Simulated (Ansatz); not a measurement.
Molecule: ZrF2, net charge 0, singlet state. 
Coordinates optimised at B3LYP-D3(BJ)/def2-TZVP (Ansatz, a quantum-chemistry and plane-wave program):
SMILES: [F][Zr][F]
```xyz
3

Zr     0.0018    -0.0064    -0.3205
F      1.5627     0.0182     0.7209
F     -1.5706     0.0104     0.7037
```

Parts of the frozen-core correlation energy in STO-3G (Ansatz, hartree). Frozen orbitals: 20; correlated occupied orbitals by spin: 9 and 9; virtual: 8 and 8. Spin-orbit coupling is left out. In def2 rows, elements after Kr have scalar-relativistic effective core potentials. STO-3G rows are all-electron and non-relativistic. The restricted reference is unstable.

```
term                             value
-------------------------  -----------
reference (HF)             -3699.37894
MP2 opposite-spin                    ?
MP2 same-spin                 -0.03322
CCSD correlation                     ?
(T)                                  ?
T1 diagnostic                    0.034
largest doubles amplitude        0.275
```

**Question.** Complete the blanks.

**Answer.** 
- MP2 opposite-spin, value: -0.09495
- CCSD correlation, value: -0.14904
- (T), value: -0.02222
